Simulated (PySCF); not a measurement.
**Working out the ionisation energy of Ga**

Ga [Ar] 3d10 4s2 4p1 (2P) → Ga⁺ [Ar] 3d10 4s2 (1S). Computed with PySCF 2.14 in aug-cc-pVDZ-PP with ECP10MDF, with a scalar-relativistic core potential. Frozen: 3s2 3p6 3d10. Energies in hartree (1 hartree = 27.21139 eV):

| part | Ga (lower) | Ga⁺ (upper) |
| --- | --- | --- |
| UHF | -258.291230 | -258.088334 |
| CCSD correlation | -0.043398 | -0.035418 |
| (T) | -0.000541 | 0.000000 |

Task: What does Hartree-Fock give?

Result: (-258.088334) − (-258.291230) = 0.202896 hartree = 5.521 eV.

Task: What do CCSD and CCSD(T) give?

Result: The CCSD correlation energies differ by 0.007980 hartree = 0.217 eV and the triples by 0.000541 hartree = 0.015 eV, so CCSD gives 5.738 eV and CCSD(T) 5.753 eV.

Measured between the centres of the two terms (NIST): 5.931 eV, so CCSD(T) (valence) is off by -0.178 eV.

A double-zeta basis recovers only part of the correlation energy.

What remains against the reference includes basis incompleteness, the frozen core and higher excitations.
